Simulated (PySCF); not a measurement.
NbF₄, SMILES [F][Nb+]([F])([F])[F], charge +1, multiplicity 1. Coordinates come from a PBE0-D3(BJ)/def2-SVP optimisation. The spin state was assumed, not searched. The isomer is the one that the SMILES or the coordinates give; other isomers of the formula were not compared. The def2 effective core potentials stand for the cores of Nb; spin–orbit coupling is left out.

Give the equilibrium geometry at PBE0-D3(BJ)/def2-SVP (PySCF confirms it by a frequency run) as Cartesian coordinates in Å, and its point group. (The exact figures need the calculation; the answer reports its results.)

point group Td.
```xyz
5

Nb     0.0000     0.0000     0.0000
F      1.0317    -1.0317    -1.0317
F     -1.0317    -1.0317     1.0317
F     -1.0317     1.0317    -1.0317
F      1.0317     1.0317     1.0317
```
Charge +1, spin multiplicity 1.
